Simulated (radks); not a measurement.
Problem. Ionisation of neutral sulfur, [Ne] 3s2 3p4, to [Ne] 3s2 3p3 as the strength of local exchange is varied. Method: non-relativistic Kohn-Sham, Slater X-alpha exchange (alpha = 2/3 is LDA exchange), no correlation, spin-polarised, spherical densities, point nucleus; open shells are filled with parallel spins first; computed with a radial shooting solver on a logarithmic mesh with Libxc functionals.

| alpha | E(S) (hartree) | exchange (hartree) | IE (eV) | -e of the level emptied (eV) | <r> of it (bohr) |
|---|---|---|---|---|---|
| 0.614 | -393.71227 | -21.02144 | 8.412 | 4.357 (3p) | 2.205 |
| 0.667 | -395.53045 | -22.92721 | 8.827 | 4.744 (3p) | 2.172 |
| 0.699 | -396.63173 | -24.08481 | 9.083 | 4.985 (3p) | 2.152 |
| 0.932 | -404.72979 | -32.67093 | 11.077 | 6.896 (3p) | 2.023 |
| 0.973 | -406.16918 | -34.21034 | 11.451 | 7.259 (3p) | 2.002 |
| x | -393.33582 | -20.62770 | 8.327 | 4.279 (3p) | 2.213 |

Which alpha was used in the last row?

Solution. alpha = 0.603. NIST Atomic Spectra Database: 10.360 eV (measured). The Delta-SCF value meets it near alpha = 0.85. Open shells are spherical and high-spin; term and fine-structure splittings are not resolved.
